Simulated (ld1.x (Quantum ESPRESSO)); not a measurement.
## Scattering properties, TM potential for technetium

| Property | Result |
| --- | --- |
| Element | Tc (Z = 43) |
| Generator | ld1.x (Quantum ESPRESSO) 7.5 |
| Type | norm-conserving Troullier–Martins (Kleinman–Bylander form) |
| Functional | LDA (PZ) |
| Relativity | scalar-relativistic |
| Frozen core | [Kr] |
| Valence charge | 7 |
| Reference configuration | 4d5 5s2 5p0 |
| Partial waves | 5s (bound): rc 2.90 bohr; 4d (bound): rc 2.25 bohr; 5p (bound, empty): rc 3.25 bohr |
| Local potential | the p channel |
| Core correction | none |

The phase is arctan(r·u′/u) with u = r·R(r), unwrapped; energies in Ry, scanned from -3 to 5 Ry. A pole is an energy at which the radial function vanishes at the test radius. The pseudo phase is shifted by a multiple of π to meet the all-electron one at the reference energy, and phase errors are pseudo minus all-electron; the curves can meet again beyond the range given. Levels narrower than the energy grid can be missing from the lists of poles.

| channel | radius (bohr) | reference energy (Ry) | poles, all-electron | poles, pseudo | unbroken range about the reference energy with phases within 0.05 rad | phase error 1 Ry above the reference energy (rad) |
| --- | --- | --- | --- | --- | --- | --- |
| s | 3.56 | -0.39 | 0.33, 4.75 | 0.29, 2.40 | below 0.9 | -0.024 |
| p | 3.56 | -0.11 | 1.07 | 1.02, 4.47 | below 1.8 | -0.011 |
| d | 3.56 | -0.50 | -0.42, 2.54 | -0.41, 3.35 | below 0.3 | +0.105 |

Phases in the p channel:

| E (Ry) | all-electron | pseudo |
| --- | --- | --- |
| -3.00 | 1.401 | 1.397 |
| -2.76 | 1.391 | 1.389 |
| -2.52 | 1.381 | 1.379 |
| -2.28 | 1.369 | 1.367 |
| -2.04 | 1.354 | 1.353 |
| -1.80 | 1.337 | 1.335 |
| -1.56 | 1.314 | 1.312 |
| -1.32 | 1.284 | 1.282 |
| -1.08 | 1.242 | 1.240 |
| -0.84 | 1.176 | 1.175 |
| -0.60 | 1.062 | 1.060 |
| -0.36 | 0.813 | 0.812 |
| -0.12 | 0.127 | 0.127 |
| 0.12 | -0.850 | -0.853 |
| 0.36 | -1.256 | -1.261 |
| 0.60 | -1.421 | -1.429 |
| 0.84 | -1.512 | -1.522 |
| 1.08 | -1.573 | -1.586 |
| 1.32 | -1.620 | -1.640 |
| 1.56 | -1.663 | -1.692 |
| 1.80 | -1.707 | -1.755 |
| 2.04 | -1.759 | -1.846 |
| 2.28 | -1.829 | -2.018 |
| 2.52 | -1.940 | -2.502 |
| 2.76 | -2.161 | -3.699 |
| 3.00 | -2.733 | -4.276 |
| 3.24 | -3.722 | -4.467 |
| 3.48 | -4.212 | -4.558 |
| 3.72 | -4.404 | -4.614 |
| 3.96 | -4.502 | -4.653 |
| 4.20 | -4.562 | -4.684 |
| 4.44 | -4.603 | -4.710 |
| 4.68 | -4.633 | -4.733 |
| 4.92 | -4.657 | -4.757 |
